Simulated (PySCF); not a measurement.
A structure optimised at PBE-D3(BJ)/def2-SVP, used in a PySCF frequency run:

```
C
C 1 1.3796
F 2 1.3251 1 124.15
F 2 1.3290 3 112.08 1 180.00
C 1 1.3933 2 124.83 3 180.00
F 5 1.3422 1 119.55 2 180.00
H 5 1.1000 6 114.46 1 180.00
H 1 1.1000 2 116.60 3 0.00
```
Charge 0, spin multiplicity 2.

### Question
Write its SMILES, formula and point group.

### Answer
F/C=C/[C](F)F, C3H2F3, Cs

### Question
What are its rotational constants (standard atomic weights)?

### Answer
9.6593, 1.7533, 1.4840 GHz
